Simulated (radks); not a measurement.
The lanthanum ion La+ inside a hard spherical wall (all orbitals vanish at R), configuration held at [Xe] 5d2 and not refilled when levels cross. Calculated with a radial shooting solver on a logarithmic mesh with Libxc functionals: scalar-relativistic Kohn-Sham, LDA (Slater exchange, VWN5 correlation), spin-polarised, spherical densities, finite nucleus; open shells are filled with parallel spins first (spin-orbit coupling, left out, can overturn this in heavy ions); Fermi nuclear charge, rms radius 4.855 fm. Eigenvalues in eV for spin up, with the zero of energy where the potential of the charges vanishes at infinity; a dash marks a level that is unbound or too diffuse for the functional's potential to be trusted. A positive occupied level is held by the wall or, in an anion where self-interaction has pushed it up, behind a barrier. The pressure on the wall is -dE/dV.

R (bohr)  E (hartree)  kinetic (hartree)    e(4d)    e(5s)    e(5p)  e(4f, empty)  e(6s, empty)   e(5d)  pressure (GPa)
free       -8486.3093           8973.478  -107.63  -43.166  -26.765        -8.537        -8.025  -7.740               0
20         -8486.3093           8973.478  -107.63  -43.166  -26.765        -8.537        -8.025  -7.740        < 0.0001
15         -8486.3093           8973.478  -107.63  -43.166  -26.765        -8.537        -8.025  -7.740        < 0.0001
12         -8486.3093           8973.478  -107.63  -43.164  -26.763        -8.535        -8.023  -7.739        0.000320
7          -8486.3014           8973.533  -107.23  -42.806  -26.429        -8.160        -7.325  -7.379           0.447
3.5        -8485.4811           8977.664  -98.036  -35.624  -19.063         0.454        19.994   4.049             275
3          -8484.2367           8983.377  -90.385  -29.418  -11.899         7.726        45.005  14.594            1040
